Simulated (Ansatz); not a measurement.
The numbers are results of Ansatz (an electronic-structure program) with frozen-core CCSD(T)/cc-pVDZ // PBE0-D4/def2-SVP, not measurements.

Ansatz 0.2 input:
```yaml
crystal:
  periodic: [false, false, false]
  atoms:
    - { symbol: C, position_ang: [-0.371923, -0.97605, 2.118193] }
    - { symbol: O, position_ang: [0.110258, 0.113999, 1.369074] }
    - { symbol: C, position_ang: [0.000004, 0.000001, 0.000001] }
    - { symbol: O, position_ang: [0.425935, 1.185689, -0.558785] }
    - { symbol: C, position_ang: [-0.197704, 2.352182, -0.076859] }
    - { symbol: O, position_ang: [-1.315362, -0.285818, -0.296028] }
    - { symbol: C, position_ang: [-1.601477, -0.531897, -1.652298] }
    - { symbol: O, position_ang: [0.779186, -1.013865, -0.514259] }
    - { symbol: C, position_ang: [2.171102, -0.844235, -0.389036] }
    - { symbol: H, position_ang: [-1.469914, -1.041269, 2.071826] }
    - { symbol: H, position_ang: [0.054477, -1.927132, 1.758716] }
    - { symbol: H, position_ang: [-0.057317, -0.80894, 3.156853] }
    - { symbol: H, position_ang: [0.103651, 2.570249, 0.959296] }
    - { symbol: H, position_ang: [0.119956, 3.173713, -0.732524] }
    - { symbol: H, position_ang: [-1.295926, 2.2622, -0.114411] }
    - { symbol: H, position_ang: [-1.172332, -1.489107, -1.986319] }
    - { symbol: H, position_ang: [-2.695214, -0.568195, -1.742514] }
    - { symbol: H, position_ang: [-1.211168, 0.274316, -2.295163] }
    - { symbol: H, position_ang: [2.632649, -1.796584, -0.681825] }
    - { symbol: H, position_ang: [2.452578, -0.609415, 0.650785] }
    - { symbol: H, position_ang: [2.538541, -0.039843, -1.044725] }
basis:
  gaussian: { orbitals: cc-pVDZ }
correlation:
  method: ccsd_t
```

Output:

```
Functional definition: HF
1677 factors; integrals over basis functions are off by at most 1.3e-3 eV
mean field evaluation 1: about -13485.6181 eV, gradient 4.7e1 eV
mean field evaluation 2: about -13486.0395 eV, gradient 4.7e1 eV
mean field evaluation 4: about -13490.9074 eV, gradient 5.0e0 eV
mean field evaluation 8: about -13490.9788 eV, gradient 1.3e-1 eV
mean field evaluation 16: about -13490.4971 eV, gradient 4.9e-1 eV
mean field -13490.97887418 eV, -495.7843291120 hartree, gradient 7.7e-6 eV, S^2 0.000000; 0 other end points of the search recorded, 0 dependent functions left out
9 core orbitals not correlated
reference -13490.97887418 eV, -495.7843291120 hartree; 28, 28 occupied and 149, 149 virtual orbitals, 1677 factors
second order -39.20861657 eV of doubles, -0.00000000 eV of singles
cycle   1  -40.17523622 eV  change   -9.7e-1 eV  update   1.3e-1
cycle   2  -41.18303575 eV  change    -1.0e0 eV  update   3.8e-2
cycle   3  -41.41602120 eV  change   -2.3e-1 eV  update   1.9e-2
cycle   4  -41.40676939 eV  change    9.3e-3 eV  update   3.8e-3
cycle   5  -41.40736094 eV  change   -5.9e-4 eV  update   1.6e-3
cycle   6  -41.40827076 eV  change   -9.1e-4 eV  update   4.6e-4
cycle   7  -41.40789792 eV  change    3.7e-4 eV  update   1.6e-4
cycle   8  -41.40777335 eV  change    1.2e-4 eV  update   4.7e-5
cycle   9  -41.40777624 eV  change   -2.9e-6 eV  update   1.6e-5
perturbative correction -1.15814571 eV, -0.0425610697 hartree
Total energy: -13533.54479612 eV, -497.3485978913 hartree
```

Cost: around 6 core-minutes (rough).
